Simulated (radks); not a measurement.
Results of a calculation; reference values are marked as such.
N4+, configuration [He] 2s1 (the NIST ground configuration). Level of theory: scalar-relativistic Kohn-Sham, LDA (Slater exchange, Perdew-Wang correlation), spin-polarised, spherical densities, finite nucleus; open shells are filled with parallel spins first; Fermi nuclear charge, rms radius 2.5582 fm (a radial shooting solver on a logarithmic mesh with Libxc functionals).

Unscreened Slater integrals over Kohn-Sham orbitals (eV). They are taken over the spin-up orbitals.

| integral | value |
|---|---|
| F0(2s,2s) | 23.403 |
| F0(2s,1s) | 32.728 |
| G0(2s,1s) | 2.9845 |
| F0(1s,1s) | 111.69 |
